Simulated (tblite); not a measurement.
Species: C₆H₄ClO₂ (doublet state).
Atom-mapped SMILES: `[OH:1][c:2]1[c:3][c:4]([Cl:5])[cH:6][cH:7][c:8]1[OH:9]` (hydrogens: H10 on O1; H11 on C6; H12 on C7; H13 on O9)
Bond orders are those of one Lewis drawing.

Computed with GFN2-xTB (tblite), gas phase: L-BFGS steps from a force-field or distance-geometry start until the largest atomic force falls under 0.01 eV/Å.

At the end of the run (lengths in Å): C2–C3 1.362, C3–C4 1.364, C2–C8 1.415, C4–C6 1.393, O9–H13 0.968, C6–C7 1.383, C6–H11 1.078, C2–C3–C4 124.6°, O1–C2–C3 125.5°, C3–C4–Cl5 122.1°, C3–C4–C6 117.8°.

Question: These geometries were met on the way; a selection of coordinates is given. Order them by energy above the end point, lowest first.
A. C2–C3 1.360, C3–C4 1.364, C2–C8 1.413, C4–C6 1.390, O9–H13 0.968, C6–C7 1.384, C6–H11 1.078, C2–C3–C4 123.4°, O1–C2–C3 124.3°, C3–C4–Cl5 120.7°, C3–C4–C6 118.7°
B. C2–C3 1.359, C3–C4 1.362, C2–C8 1.412, C4–C6 1.392, O9–H13 0.968, C6–C7 1.381, C6–H11 1.075, C2–C3–C4 124.7°, O1–C2–C3 125.0°, C3–C4–Cl5 121.5°, C3–C4–C6 117.7°
C. C2–C3 1.359, C3–C4 1.361, C2–C8 1.422, C4–C6 1.399, O9–H13 0.965, C6–C7 1.385, C6–H11 1.081, C2–C3–C4 122.2°, O1–C2–C3 124.0°, C3–C4–Cl5 120.3°, C3–C4–C6 119.7°
D. C2–C3 1.403, C3–C4 1.393, C2–C8 1.392, C4–C6 1.389, O9–H13 0.984, C6–C7 1.394, C6–H11 1.088, C2–C3–C4 118.2°, O1–C2–C3 120.8°, C3–C4–Cl5 118.0°, C3–C4–C6 121.3°
E. C2–C3 1.353, C3–C4 1.361, C2–C8 1.432, C4–C6 1.411, O9–H13 0.963, C6–C7 1.376, C6–H11 1.082, C2–C3–C4 121.7°, O1–C2–C3 123.9°, C3–C4–Cl5 120.3°, C3–C4–C6 119.9°

Answer: B (0.004 eV), A (0.011 eV), C (0.024 eV), E (0.044 eV), D (0.147 eV).

| step | E above end (eV) | rms distance from the end, all atoms (Å) | largest force (eV/Å) | rms shift of all bonds from the end (Å) |
| --- | --- | --- | --- | --- |
| 5 | 0.004 | 0.014 | 0.117 | 0.002 |
| 3 | 0.011 | 0.019 | 0.254 | 0.002 |
| 2 | 0.024 | 0.023 | 0.418 | 0.003 |
| 1 | 0.044 | 0.026 | 0.853 | 0.008 |
| 0 | 0.147 | 0.033 | 2.531 | 0.017 |

Rows stand in the order of the answer.
